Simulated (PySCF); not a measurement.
Al(F)(Br)(Me) (CH₃AlBrF), SMILES [Al]([CH3])([F])[Br]. The structure is a stationary point at PBE-D3(BJ)/def2-SVP. The structure was generated by enumeration; whether it is a known compound was not checked.

Computed equilibrium geometry at PBE-D3(BJ)/def2-SVP (PySCF confirms it by a frequency run) as bond lengths and angles, and its point group:
point group Cs.
Atoms: Al1 F2 Br3 C4 H5 H6 H7. Bonded distances (Å): Al1–F2 1.678, Al1–Br3 2.263, Al1–C4 1.942, C4–H5 1.107, C4–H6 1.110, C4–H7 1.110. Angles (°): F2–Al1–Br3 115.9, F2–Al1–C4 120.3, Br3–Al1–C4 123.8, Al1–C4–H5 112.1, Al1–C4–H6 110.2, Al1–C4–H7 110.2, H5–C4–H6 108.5, H5–C4–H7 108.5, H6–C4–H7 107.1.
